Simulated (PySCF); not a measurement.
Relaxation of quartet CoO₂

These are results of UPBE0 in PySCF with Co def2-TZVP, O def2-TZVP; no relativity; density-fitted integrals, not measurements. A (50,194) grid was used.

A hand-made bent start, of C2v symmetry, held to at least that symmetry:

Coordinates in bohr (charge 0 multiplicity 4):
```
Co    0.0000    0.0000   -0.6102
O     2.4767    0.0000    1.1241
O    -2.4767    0.0000    1.1241
```

(1) What forces act on the atoms at the start (eV/Å)?

(2) What does it relax to?

(3) How much energy is released, and in how many steps?

## Answers

(1) 
| atom | Fx | Fy | Fz |
| --- | --- | --- | --- |
| Co1 | 0.00 | 0.00 | 1.83 |
| O2 | -0.31 | 0.00 | -0.92 |
| O3 | 0.31 | 0.00 | -0.92 |

(2) It ends at C2v with Co–O 1.583 Å (×2); O–Co–O 124.8°. A frequency run shows a minimum. Other isomers or separated fragments may lie lower.

(3) 12.1 kJ/mol in 5 steps.

With open d or f shells other occupations or spin states may lie lower.

The relaxation took 7.8 s on 4 threads of a shared Arm Neoverse V2 host, with 107 basis functions and 6 gradients; the process peaked at 0.59 GiB. Launch command: `OMP_NUM_THREADS=4 python axn.py task.json out`.
